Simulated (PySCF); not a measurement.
Isomers of C4H9ClOSi.

All values: wB97X-D/def2-SVPD (PySCF) at GFN2-xTB geometries, gas phase, one conformer each. Core orbitals are frozen in the response; Δα² is half the sum of the squared differences of the principal polarisabilities.

Task: Rank by mean static polarisability, lowest first.
A. `[CH3:1][O:2][Si@@H:3]([Cl:4])[CH:5]1[CH2:6][CH2:7]1` with C1–O2–Si3–Cl4 51°, O2–Si3–C5–C6 -159°
B. `[CH3:1][O:2][C@@H:3]1[CH2:4][C@@H:5]1[SiH2:6][Cl:7]` with C1–O2–C3–C4 -79°, C4–C5–Si6–Cl7 118°
C. `[CH2:1]=[CH:2][CH2:3][Si@@H:4]([OH:5])[CH2:6][Cl:7]` with C1–C2–C3–Si4 -108°, C2–C3–Si4–O5 -61°, C3–Si4–O5–H 162°, C3–Si4–C6–Cl7 -168°

Result: A (12.68 Å³), B (13.06 Å³), C (13.48 Å³).

Task: Rank by HOMO energy, lowest first.
A. `[CH3:1][O:2][Si@@H:3]([Cl:4])[CH:5]1[CH2:6][CH2:7]1` with C1–O2–Si3–Cl4 51°, O2–Si3–C5–C6 -159°
B. `[Cl:1][C@H:2]1[CH2:3][O:4][CH2:5][CH2:6][SiH2:7]1` with Cl1–C2–C3–O4 179°, C2–C3–O4–C5 -73°, C3–O4–C5–C6 74°, O4–C5–C6–Si7 -57°
C. `[CH3:1][O:2][C@@H:3]1[CH2:4][C@H:5]1[SiH2:6][Cl:7]` with C1–O2–C3–C4 153°, C4–C5–Si6–Cl7 152°
D. `[CH2:1]=[C:2]([CH3:3])[O:4][SiH2:5][CH2:6][Cl:7]` with C1–C2–O4–Si5 1°, C2–O4–Si5–C6 -179°, O4–Si5–C6–Cl7 -178°
E. `[CH2:1]=[CH:2][CH2:3][Si@@H:4]([OH:5])[CH2:6][Cl:7]` with C1–C2–C3–Si4 -108°, C2–C3–Si4–O5 -61°, C3–Si4–O5–H 162°, C3–Si4–C6–Cl7 -168°

Result: A (-10.08 eV), B (-9.51 eV), C (-9.33 eV), E (-9.11 eV), D (-8.91 eV).

All values together:

| SMILES | μ (D) | HOMO (eV) | LUMO (eV) | α (Å³) | Δα (Å³) |
| --- | --- | --- | --- | --- | --- |
| CO[C@@H]1C[C@@H]1[SiH2]Cl | 3.28 | -9.51 | 2.15 | 13.06 | 4.23 |
| C=CC[Si@@H](O)CCl | 1.17 | -9.11 | 1.57 | 13.48 | 3.82 |
| CO[Si@@H](Cl)C1CC1 | 1.12 | -10.08 | 2.20 | 12.68 | 3.14 |
| C=C(C)O[SiH2]CCl | 2.28 | -8.91 | 1.84 | 13.53 | 5.15 |
| Cl[C@H]1COCC[SiH2]1 | 2.25 | -9.51 | 1.89 | 13.12 | 3.76 |
| CO[C@@H]1C[C@H]1[SiH2]Cl | 0.68 | -9.33 | 1.84 | 13.10 | 3.16 |

Conformers: `[CH3:1][O:2][C@@H:3]1[CH2:4][C@@H:5]1[SiH2:6][Cl:7]` with C1–O2–C3–C4 -79°, C4–C5–Si6–Cl7 118°; `[CH2:1]=[CH:2][CH2:3][Si@@H:4]([OH:5])[CH2:6][Cl:7]` with C1–C2–C3–Si4 -108°, C2–C3–Si4–O5 -61°, C3–Si4–O5–H 162°, C3–Si4–C6–Cl7 -168°; `[CH3:1][O:2][Si@@H:3]([Cl:4])[CH:5]1[CH2:6][CH2:7]1` with C1–O2–Si3–Cl4 51°, O2–Si3–C5–C6 -159°; `[CH2:1]=[C:2]([CH3:3])[O:4][SiH2:5][CH2:6][Cl:7]` with C1–C2–O4–Si5 1°, C2–O4–Si5–C6 -179°, O4–Si5–C6–Cl7 -178°; `[Cl:1][C@H:2]1[CH2:3][O:4][CH2:5][CH2:6][SiH2:7]1` with Cl1–C2–C3–O4 179°, C2–C3–O4–C5 -73°, C3–O4–C5–C6 74°, O4–C5–C6–Si7 -57°; `[CH3:1][O:2][C@@H:3]1[CH2:4][C@H:5]1[SiH2:6][Cl:7]` with C1–O2–C3–C4 153°, C4–C5–Si6–Cl7 152°.
